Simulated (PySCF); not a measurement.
C₃H₈BNO, SMILES CNB1COC1.

Geometry optimised at PBE0-D3(BJ)/def2-SVP. The structure was generated by enumeration, and PubChem lists no compound with its InChIKey, so it may never have been made. One conformer was computed; it need not be the lowest.

Two levels are set side by side: TDDFT-PBE/def2-SVPD (PySCF) and TDDFT-B3LYP/def2-SVPD (PySCF). Vertical, same geometry. The lowest singlet is HOMO→LUMO+1 100 % with PBE and HOMO→LUMO 98 % with the other functional; states are paired by order. Differences are taken from unrounded values.

```tsv
quantity	TDDFT-B3LYP	TDDFT-PBE	TDDFT-PBE minus TDDFT-B3LYP
lowest singlet excitation (eV)	5.79	4.89	-0.90
lowest triplet excitation (TDA) (eV)	5.58	4.76	-0.82
```

Functionals without exact exchange tend to place singlet excitations lower, as here. Differences between two approximate levels are no errors against the true value.

Rough cost on one machine, each run with all the roots and properties that it gave: TDDFT-B3LYP against TDDFT-PBE about 3 times.
